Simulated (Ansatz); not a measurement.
`C=C[CH2][Al]([F])[Cl]` + H–F → `[F][Al]([F])[Cl]` + propene  (ligand exchange at the Al–C bond)

Program: Ansatz. Geometries: PBE0-D4/def2-TZVP. ΔE: electronic, gas phase. CCSD(T)/CBS adds triple-zeta CCSD(T) − MP2 to the extrapolated MP2 energy (def2 sets, frozen cores). This one scheme is used for every species. DFT in def2-TZVPP. HSE06 is defined as in plane-wave codes. Each species was taken in one conformer, which may not be the lowest.

`C=C[CH2][Al]([F])[Cl]`:

```xyz
11

C    -0.750   -0.982   -0.844
C     0.459   -0.406   -0.720
C     0.690    1.017   -0.350
Al   -0.150    0.473    1.315
F    -1.720    0.891    1.593
Cl    0.876   -0.525    2.837
H    -0.847   -2.049   -0.994
H    -1.667   -0.397   -0.847
H     1.331   -1.057   -0.722
H     0.046    1.717   -0.883
H     1.731    1.319   -0.383
```

H–F:

```xyz
2

F     0.322    0.244   -0.219
H    -0.322   -0.244    0.219
```

`[F][Al]([F])[Cl]`:

```xyz
4

F     0.761    1.074   -1.051
Al   -0.029    0.014   -0.096
F    -1.290   -0.817   -0.712
Cl    0.557   -0.271    1.859
```

`C=CC`:

Cartesian coordinates in Å:
```
C -0.501 0.436 -1.216
C 0.014 0.544 0.001
C 0.360 -0.601 0.890
H -0.710 -0.534 -1.658
H -0.731 1.309 -1.815
H 0.206 1.538 0.401
H 1.422 -0.587 1.151
H -0.195 -0.547 1.832
H 0.136 -1.557 0.414
```

| level | ΔE (kJ/mol) | difference from CCSD(T)/CBS |
| --- | --- | --- |
| LDA (SPW92) | -144.5 | 26.0 |
| ωB97X-V | -170.0 | 0.5 |
| PBE | -161.3 | 9.2 |
| HSE06 | -161.7 | 8.8 |
| BHLYP | -190.6 | -20.1 |
| CAM-B3LYP | -187.4 | -16.9 |
| HF/def2-SVP | -201.0 | -30.5 |
| CCSD/def2-SVP | -187.1 | -16.6 |
| HF/def2-TZVPP | -205.2 | -34.7 |
| SCS-MP2/def2-QZVPP | -178.9 | -8.4 |
| CCSD(T)/CBS | -170.5 | 0 |

Largest T1 diagnostic among the species: 0.012.

The D4 term adds +11.4 kJ/mol with B3LYP and +6.5 kJ/mol with PBE0; it sums over pairs of atoms, weighted by their polarisabilities, and B3LYP, whose exchange is more repulsive, gets the larger term. In def2-TZVPP, CCSD(T) changes the Hartree–Fock value by +34.2 kJ/mol (the triples alone add +6.3 kJ/mol) and MP2 by +37.5 kJ/mol. At CCSD(T), def2-SVP lies −11.7 kJ/mol from the extrapolated value and def2-TZVPP −0.5 kJ/mol.

B3LYP here is the variant with VWN-RPA as its local correlation; programs differ in this.
